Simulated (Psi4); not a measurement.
Psi4 input (wB97X-D/6-311+G**):

```
memory 1500 MB

molecule {
-1 1
C    -1.91608611    0.12897384   -0.02406549
C    -0.50380251    0.39037886    0.45132899
C     0.44953672   -0.23011568   -0.25094355
C     1.93122570   -0.12686495    0.02827151
H    -1.99758564   -0.55324551   -0.90801092
H    -2.42411750    1.06593423   -0.29487500
H    -2.53012608   -0.30912531    0.77615479
H     0.21165144   -0.88898661   -1.12039148
H     2.08760298    0.53074106    0.88802795
H     2.49710396    0.28338008   -0.82412359
H     2.39022800   -1.10293036    0.25566948
symmetry c1
no_reorient
no_com
}

set {
  basis 6-311+G**
  reference rks
  scf_type df
  df_basis_scf def2-universal-jkfit
  dft_radial_points 99
  dft_spherical_points 590
  e_convergence 1e-8
  d_convergence 1e-7
  maxiter 150
}

e = energy('wb97x-d')
print_out(f'\nFINAL {e:.10f} DIPOLE {variable("CURRENT DIPOLE")[0]:.6f} {variable("CURRENT DIPOLE")[1]:.6f} {variable("CURRENT DIPOLE")[2]:.6f}\n')
```

Output:

```
   => Loading Basis Set <=

    Name: 6-311+G**
    Role: ORBITAL
    Keyword: BASIS
    atoms 1-4  entry C          line   129 file 6-311pgss.gbs
    atoms 5-11 entry H          line    42 file 6-311pgss.gbs

   => WB97X-D: Empirical Dispersion <=

    Chai and Head-Gordon Dispersion Correction
    Chai, J.-D.; Head-Gordon, M. (2010), J. Chem. Phys., 132: 6615-6620

        s6 =       1.000000

         ---------------------------------------------------------
                                   SCF
               by Justin Turney, Rob Parrish, Andy Simmonett
                          and Daniel G. A. Smith
                              RKS Reference
         ---------------------------------------------------------

  ==> Geometry <==

    Molecular point group: c1
    Full point group: C1

    Geometry (in Angstrom), charge = -1, multiplicity = 1:

       Center              X                  Y                   Z               Mass
    ------------   -----------------  -----------------  -----------------  -----------------
         C           -1.916086110000     0.128973840000    -0.024065490000    12.000000000000
         C           -0.503802510000     0.390378860000     0.451328990000    12.000000000000
         C            0.449536720000    -0.230115680000    -0.250943550000    12.000000000000
         C            1.931225700000    -0.126864950000     0.028271510000    12.000000000000
         H           -1.997585640000    -0.553245510000    -0.908010920000     1.007825032230
         H           -2.424117500000     1.065934230000    -0.294875000000     1.007825032230
         H           -2.530126080000    -0.309125310000     0.776154790000     1.007825032230
         H            0.211651440000    -0.888986610000    -1.120391480000     1.007825032230
         H            2.087602980000     0.530741060000     0.888027950000     1.007825032230
         H            2.497103960000     0.283380080000    -0.824123590000     1.007825032230
         H            2.390228000000    -1.102930360000     0.255669480000     1.007825032230

  Running in c1 symmetry.

  Rotational constants: A =      1.27146  B =      0.12835  C =      0.12180 [cm^-1]
  Rotational constants: A =  38117.45901  B =   3847.73620  C =   3651.41105 [MHz]
  Nuclear repulsion =  107.541849890464277

  Charge       = -1
  Multiplicity = 1
  Electrons    = 32
  Nalpha       = 16
  Nbeta        = 16

  ==> Algorithm <==

  SCF Algorithm Type is DF.
  DIIS enabled.
  MOM disabled.
  Fractional occupation disabled.
  Guess Type is SAD.
  Energy threshold   = 1.00e-08
  Density threshold  = 1.00e-07
  Integral threshold = 1.00e-12

  ==> Primary Basis <==

  Basis Set: 6-311+G**
    Blend: 6-311+G**
    Number of shells: 68
    Number of basis functions: 130
    Number of Cartesian functions: 134
    Spherical Harmonics?: true
    Max angular momentum: 2

  ==> DFT Potential <==

   => LibXC <=

    Version 7.1.2
    S. Lehtola, C. Steigemann, M. J. T. Oliveira, and M. A. L. Marques,  SoftwareX 7, 1–5 (2018) (10.1016/j.softx.2017.11.002)

   => Composite Functional: WB97X-D <=

    wB97X-D Hyb-GGA Exchange-Correlation Functional

    J.-D. Chai and M. Head-Gordon,  Phys. Chem. Chem. Phys. 10, 6615–6620 (2008) (10.1039/B810189B)

    Deriv               =              1
    GGA                 =           TRUE
    Meta                =          FALSE

    Exchange Hybrid     =           TRUE
    MP2 Hybrid          =          FALSE

   => Exchange-Correlation Functionals <=

    1.0000   wB97X-D range-separated functional

   => Exact (HF) Exchange <=

    0.7780            HF,LR [omega = 0.2000]
    0.2220               HF

   => LibXC Density Thresholds  <==

    XC_HYB_GGA_XC_WB97X_D:  1.00E-14

   => Molecular Quadrature <=

    Radial Scheme          =       TREUTLER
    Pruning Scheme         =           NONE
    Nuclear Scheme         =       TREUTLER

    Blocking Scheme        =         OCTREE
    BS radius alpha        =              1
    Pruning alpha          =              1
    Radial Points          =             99
    Spherical Points       =            590
    Total Points           =         610559
    Total Blocks           =           4296
    Max Points             =            256
    Max Functions          =            129
    Weights Tolerance      =       1.00E-15

   => Loading Basis Set <=

    Name: DEF2-UNIVERSAL-JKFIT
    Role: JKFIT
    Keyword: DF_BASIS_SCF
    atoms 1-4  entry C          line   198 file def2-universal-jkfit.gbs
    atoms 5-11 entry H          line    18 file def2-universal-jkfit.gbs

  ==> Integral Setup <==

  SCF_SUBTYPE=INCORE selected. In-core MEM_DF algorithm will be used.
  Using in-core AOs.

  ==> MemDFJK: Density-Fitted J/K Matrices <==

    J tasked:                   Yes
    K tasked:                   Yes
    wK tasked:                  Yes
    Omega:                2.000E-01
    Algorithm:                 Core
    Schwarz Cutoff:           1E-12
    Mask sparsity (%):       3.0769
    Fitting Condition:        1E-10

   => Auxiliary Basis Set <=

  Basis Set: DEF2-UNIVERSAL-JKFIT
    Blend: DEF2-UNIVERSAL-JKFIT
    Number of shells: 142
    Number of basis functions: 426
    Number of Cartesian functions: 496
    Spherical Harmonics?: true
    Max angular momentum: 4

  Cached 33.3% of DFT collocation blocks in 0.601 [GiB].

  Minimum eigenvalue in the overlap matrix is 3.5012161363E-05.
  Reciprocal condition number of the overlap matrix is 3.8025768629E-06.
    Using symmetric orthogonalization.

  ==> Pre-Iterations <==

  SCF Guess: Superposition of Atomic Densities via on-the-fly atomic UHF (no occupation information).

   -------------------------
    Irrep   Nso     Nmo
   -------------------------
     A        130     130
   -------------------------
    Total     130     130
   -------------------------

  ==> Iterations <==

                           Total Energy        Delta E     RMS |[F,P]|

   @DF-RKS iter SAD:  -155.61154255945294   -1.55612e+02   0.00000e+00
   @DF-RKS iter   1:  -156.03390710747502   -4.22365e-01   7.12112e-03 ADIIS/DIIS
   @DF-RKS iter   2:  -155.44946123196195    5.84446e-01   9.44130e-03 ADIIS/DIIS
   @DF-RKS iter   3:  -156.49827699098643   -1.04882e+00   2.28971e-03 ADIIS/DIIS
   @DF-RKS iter   4:  -156.54497118047766   -4.66942e-02   6.79868e-04 ADIIS/DIIS
   @DF-RKS iter   5:  -156.54952789839970   -4.55672e-03   2.04075e-04 ADIIS/DIIS
   @DF-RKS iter   6:  -156.55001510510670   -4.87207e-04   9.48786e-05 DIIS
   @DF-RKS iter   7:  -156.55014234019444   -1.27235e-04   2.41245e-05 DIIS
   @DF-RKS iter   8:  -156.55016043644352   -1.80962e-05   6.71124e-06 DIIS
   @DF-RKS iter   9:  -156.55016232400692   -1.88756e-06   2.73518e-06 DIIS
   @DF-RKS iter  10:  -156.55016262783190   -3.03825e-07   9.71603e-07 DIIS
   @DF-RKS iter  11:  -156.55016266681264   -3.89807e-08   2.80463e-07 DIIS
   @DF-RKS iter  12:  -156.55016267008986   -3.27722e-09   7.71483e-08 DIIS
  Energy and wave function converged.

  ==> Post-Iterations <==

   Electrons on quadrature grid:
      Ntotal   =   31.9999997846 ; deviation = -2.154e-07

    Orbital Energies [Eh]
    ---------------------

    Doubly Occupied:

       1A    -10.095850     2A    -10.085215     3A    -10.058094
       4A    -10.031316     5A     -0.677387     6A     -0.625716
       7A     -0.529017     8A     -0.390785     9A     -0.330985
      10A     -0.315561    11A     -0.304712    12A     -0.297234
      13A     -0.249467    14A     -0.219489    15A     -0.099543
      16A     -0.042777

    Virtual:

      17A      0.196233    18A      0.203388    19A      0.222712
      20A      0.232456    21A      0.241035    22A      0.247423
      23A      0.252453    24A      0.270325    25A      0.277562
      26A      0.285325    27A      0.301524    28A      0.318710
      29A      0.328230    30A      0.335127    31A      0.359211
      32A      0.373358    33A      0.407022    34A      0.412277
      35A      0.420418    36A      0.432070    37A      0.439235
      38A      0.441571    39A      0.461118    40A      0.468229
      41A      0.536478    42A      0.557419    43A      0.651711
      44A      0.655772    45A      0.666306    46A      0.690229
      47A      0.728147    48A      0.762806    49A      0.798715
      50A      0.816789    51A      0.848417    52A      0.855587
      53A      0.871885    54A      0.878227    55A      0.883008
      56A      0.895971    57A      0.906442    58A      0.908993
      59A      0.934583    60A      0.970697    61A      0.975075
      62A      1.052199    63A      1.094683    64A      1.151539
      65A      1.185631    66A      1.239219    67A      1.264241
      68A      1.272497    69A      1.486396    70A      1.495983
      71A      1.571439    72A      1.658763    73A      1.719074
      74A      1.728664    75A      1.733326    76A      1.742702
      77A      1.764693    78A      1.817153    79A      1.823462
      80A      1.846756    81A      1.855939    82A      1.888909
      83A      1.930113    84A      2.001745    85A      2.006598
      86A      2.048732    87A      2.084693    88A      2.127036
      89A      2.227851    90A      2.234948    91A      2.286687
      92A      2.306222    93A      2.350208    94A      2.449402
      95A      2.472796    96A      2.517120    97A      2.553027
      98A      2.589614    99A      2.638709   100A      2.671539
     101A      2.681893   102A      2.722703   103A      2.761459
     104A      2.785191   105A      2.811801   106A      2.817899
     107A      2.834927   108A      2.867317   109A      2.874649
     110A      2.902867   111A      3.001563   112A      3.050475
     113A      3.132405   114A      3.142236   115A      3.180627
     116A      3.316150   117A      3.408161   118A      3.462727
     119A      3.634421   120A      3.956004   121A      4.035129
     122A      4.056733   123A      4.094852   124A      4.127952
     125A      4.402060   126A      4.663407   127A     23.964389
     128A     24.243439   129A     24.253800   130A     24.590982

    Final Occupation by Irrep:
              A
    DOCC [    16 ]
    NA   [    16 ]
    NB   [    16 ]

  @DF-RKS Final Energy:  -156.55016267008986

   => Energetics <=

    Nuclear Repulsion Energy =            107.5418498904642775
    One-Electron Energy =                -428.3113974114789926
    Two-Electron Energy =                 180.7674572448027277
    DFT Exchange-Correlation Energy =     -16.5450256644289269
    Empirical Dispersion Energy =          -0.0030467294489623
    VV10 Nonlocal Energy =                  0.0000000000000000
    Total Energy =                       -156.5501626700898612

Computation Completed

Properties will be evaluated at   0.000000,   0.000000,   0.000000 [a0]

Properties computed using the SCF density matrix

 Multipole Moments:

 ------------------------------------------------------------------------------------
     Multipole            Electronic (a.u.)      Nuclear  (a.u.)        Total (a.u.)
 ------------------------------------------------------------------------------------

 L = 1.  Multiply by 2.5417464519 to convert [e a0] to [Debye]
 Dipole X            :          0.3596412           -0.0000001            0.3596411
 Dipole Y            :         -0.6384290            0.0000000           -0.6384290
 Dipole Z            :         -0.7840611           -0.0000000           -0.7840612
 Magnitude           :                                                    1.0731660

 ------------------------------------------------------------------------------------

FINAL -156.5501626701 DIPOLE 0.359641 -0.638429 -0.784061

*** Psi4 exiting successfully. Buy a developer a beer!
```

The dipole moment of an ion depends on the origin.

The geometry given is a B3LYP-D3(BJ)/def2-TZVP minimum.
